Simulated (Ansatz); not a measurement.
C$_{2}$H$_{8}$OSeSn, SMILES `C[O][SnH2][Se]C`, relaxed with RKS PBE0-D4/def2-TZVP in Ansatz from a GFN2-xTB geometry. The force threshold is 0.005 eV/Å; the program also tests the step.

Charge 0, multiplicity 1. Sn: def2 effective core potential.

Start:

```xyz
13

C     2.784    0.372    0.110
O     1.994   -0.652    0.643
Sn    0.026   -0.652    0.824
Se   -0.899    0.351   -1.289
C    -2.822    0.208   -0.928
H     3.738   -0.077   -0.167
H     2.341    0.818   -0.786
H     2.963    1.160    0.843
H    -0.459    0.209    2.247
H    -0.164   -2.310    1.145
H    -3.067    0.727   -0.009
H    -3.323    0.682   -1.766
H    -3.110   -0.835   -0.867
```

```
         step  energy (eV)  largest force (eV/Å)  largest move (Å)
            1  -75422.4403                 0.654             0.000
            2  -75422.4895                 0.266             0.193
            3  -75422.5104                 0.092             0.076
            4  -75422.5184                 0.087             0.075
            5  -75422.5206                 0.496             0.089
            6  -75422.5271                 0.275             0.085
            7  -75422.5317                 0.151             0.051
            8  -75422.5367                 0.117             0.100
            9  -75422.5407                 0.154             0.114
           10  -75422.5441                 0.180             0.113
11 (rejected)  -75422.5427                 0.307             0.153
           13  -75422.5547                 0.119             0.097
           15  -75422.5655                 0.158             0.026
           17  -75422.5767                 0.168             0.128
19 (rejected)  -75422.5787                 0.369             0.193
           21  -75422.5867                 0.085             0.097
           23  -75422.5930                 0.149             0.051
           25  -75422.5978                 0.215             0.120
           27  -75422.6026                 0.140             0.134
           29  -75422.6068                 0.118             0.029
31 (rejected)  -75422.6086                 0.070             0.011
           33  -75422.6098                 0.061             0.095
           35  -75422.6103                 0.012             0.043
           37  -75422.6104                 0.004             0.007
           38  -75422.6104                 0.004             0.007
```

End:

```xyz
13

C     1.966    0.628    0.100
O     1.857   -0.680    0.594
Sn    0.074   -1.486    0.793
Se   -1.254   -1.134   -1.314
C    -1.983    0.626   -0.846
H     3.028    0.884    0.032
H     1.533    0.732   -0.905
H     1.487    1.369    0.757
H    -0.720   -0.641    2.054
H     0.405   -3.127    1.075
H    -1.204    1.384   -0.881
H    -2.741    0.847   -1.597
H    -2.447    0.599    0.137
```

Hardware: 2 threads of an AMD EPYC 7R13 on a shared host and a share of an NVIDIA H100 80 GB. Wall time 100 s, peak host memory 0.97 GiB.
